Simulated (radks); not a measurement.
Question: Ionisation of the rhodium ion Rh2+, [Kr] 4d7, to [Kr] 4d6 as the strength of local exchange is varied. Calculated with a radial shooting solver on a logarithmic mesh with Libxc functionals: scalar-relativistic Kohn-Sham, Slater X-alpha exchange (alpha = 2/3 is LDA exchange), no correlation, spin-unpolarised, spherical densities, point nucleus.

alpha  E(Rh2+) (hartree)  exchange (hartree)  IE (eV)  -e of the level emptied (eV)  <r> of it (bohr)
0.552        -4752.17270          -106.34002   29.027                   22.530 (4d)             1.496
0.667        -4774.41840          -129.08285   31.190                   24.497 (4d)             1.457
0.772        -4794.81850          -150.02453   33.254                   26.388 (4d)             1.424
0.776        -4795.59732          -150.82563   33.334                   26.462 (4d)             1.422
x            -4847.66439          -204.64539   38.945                   31.658 (4d)             1.347

Which alpha was used in the last row?

Answer: alpha = 1.042. NIST Atomic Spectra Database: 31.060 eV (semi-empirical). The Delta-SCF value meets it near alpha = 0.66. Spin polarisation and multiplet splitting are left out, so open shells lie too high by an amount that depends on their filling.

Beside tabulated values, note that spin-unpolarised runs miss the spin-polarisation part of the exchange energy of open shells.
